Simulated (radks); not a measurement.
Species: Sn4+. Configuration: [Kr] 4d9 7s1 (not the ground configuration). All-electron calculation, Dirac Kohn-Sham, LDA (Slater exchange, Perdew-Wang correlation), spin-unpolarised, spherical densities, finite nucleus; open shells fill j = l - 1/2 first; Fermi nuclear charge, rms radius 4.6519 fm. Program: a radial shooting solver on a logarithmic mesh with Libxc functionals.

Normalised radial functions P(r) = r R(r) (large component), r in bohr:

r,4p1/2,4p3/2,4d5/2
0.003495,0.0137,0.0076,0.0001
0.004775,0.0219,0.0136,0.0002
0.006524,0.0352,0.0241,0.0004
0.008984,0.0573,0.0424,0.0009
0.01227,0.0914,0.0721,0.0023
0.01677,0.1428,0.1187,0.0054
0.02291,0.2155,0.1872,0.0123
0.03129,0.3075,0.2776,0.0273
0.04275,0.4021,0.3765,0.0580
0.05841,0.4571,0.4454,0.1156
0.07979,0.4020,0.4151,0.2127
0.109,0.1674,0.2103,0.3509
0.1489,-0.2340,-0.1736,0.4988
0.2035,-0.6141,-0.5705,0.5697
0.2779,-0.6401,-0.6527,0.4403
0.3828,-0.0922,-0.1684,0.0278
0.5229,0.7319,0.6426,-0.5377
0.7144,1.2250,1.1858,-0.9763
0.976,1.0681,1.0908,-1.0445
1.333,0.5694,0.6118,-0.7740
1.822,0.1813,0.2064,-0.3979
2.488,0.0305,0.0373,-0.1303
3.4,0.0022,0.0030,-0.0237
4.644,0.0001,0.0001,-0.0019
6.345,0.0000,0.0000,-0.0001
8.668,0.0000,0.0000,0.0000
11.84,0.0000,0.0000,0.0000
16.18,0.0000,0.0000,0.0000

4p1/2: eigenvalue -152.03 eV, 2 radial nodes at r = 0.126, 0.397 bohr, <r> = 0.856 bohr, 90 % of the charge inside 1.26 bohr. 4p3/2: eigenvalue -144.20 eV, 2 radial nodes at r = 0.131, 0.410 bohr, <r> = 0.884 bohr, 90 % of the charge inside 1.30 bohr. 4d5/2: eigenvalue -81.042 eV, 1 radial node at r = 0.389 bohr, <r> = 1.04 bohr, 90 % of the charge inside 1.59 bohr.
